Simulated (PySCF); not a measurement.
GaCl3, SMILES [Cl][Ga]([Cl])[Cl]. Atoms are numbered in the order given.

```xyz
4

Ga     0.0000     0.0000     0.0000
Cl    -2.1206     0.0000     0.0000
Cl     1.0603     1.8365     0.0000
Cl     1.0603    -1.8365     0.0000
```
Charge 0, spin multiplicity 1.

Geometry optimised at PBE0-D3(BJ)/def2-SVP. The isomer is the one that the SMILES or the coordinates give; other isomers of the formula were not compared.

The numbers are results of PySCF with PBE0/pcSseg-1, not measurements.

GIAO shieldings, no solvent; atoms alike by connectivity are averaged. δ = σ(ref) − σ: ³⁵Cl against HCl (σ = 945.9 ppm), references at their B3LYP-D3(BJ)/def2-TZVP geometries, non-relativistic (without spin–orbit terms, shifts of atoms bonded to Cl or Br come out too high).

| nucleus | atoms | count | δ (ppm) |
|---|---|---|---|
| ³⁵Cl | Cl2, Cl3, Cl4 | 3 | 104.0 |
